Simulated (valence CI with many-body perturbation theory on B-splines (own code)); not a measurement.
Which ion has this spectrum?

A relativistic CI+MBPT calculation for an atom or ion with 13 electrons gives these levels (cm⁻¹):

| J | Parity | E | g |
| --- | --- | --- | --- |
| 1/2 | odd | 0 | 0.66 |
| 3/2 | odd | 509594 | 1.33 |
| 1/2 | even | 745996 | 2.35 |
| 3/2 | even | 1131132 | 1.68 |
| 5/2 | even | 1212869 | 1.39 |
| 3/2 | even | 1329178 | 0.92 |
| 1/2 | even | 1396298 | 1.17 |
| 5/2 | even | 1641673 | 1.35 |
| 3/2 | even | 1669645 | 0.86 |
| 5/2 | even | 1835055 | 1.24 |
| 1/2 | even | 1909518 | 1.80 |
| 3/2 | even | 1948749 | 1.19 |
| 3/2 | odd | 2098458 | 1.24 |
| 3/2 | odd | 2209078 | 0.52 |

The energies are calculated, and their last digits are not significant.

Which is it?
A. Cd35+
B. Sb38+
C. Sn37+
D. In36+

B. Sb38+, ground level (3s^2 3p1/2) J=1/2.
